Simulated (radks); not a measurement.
Values are calculated unless marked as measured or tabulated.
Task: These are the eigenvalues of the occupied orbitals of an atom or ion with whole-number occupations (eV). Level of theory: scalar-relativistic Kohn-Sham, PBE, spin-polarised, spherical densities, finite nucleus; Fermi nuclear charge, rms radius of each element as measured or else 0.836 A^(1/3) + 0.57 fm (a radial shooting solver on a logarithmic mesh with Libxc functionals).

1s up: -47350.80
1s down: -47350.72
2s up: -9598.409
2s down: -9589.268
2p up: -8829.944
2p down: -8822.974
3s up: -3557.846
3s down: -3548.007
3p up: -3319.810
3p down: -3309.550
3d up: -3044.139

Which element is it, and in what charge state? The configuration may be excited. Open shells, if any, are filled with parallel spins first.

Result: Z = 61, promethium, charge +41: Pm41+ in [Ar] 3d2. The list shows which subshells hold electrons but not how many an open one holds; the 1s level, -1740.1 hartree, gives Z - s = 59.0 by -(Z - s)^2/2, which with screening and relativity narrows Z to a few neighbours, and the depths of the outer levels then fix element, charge and occupations together.
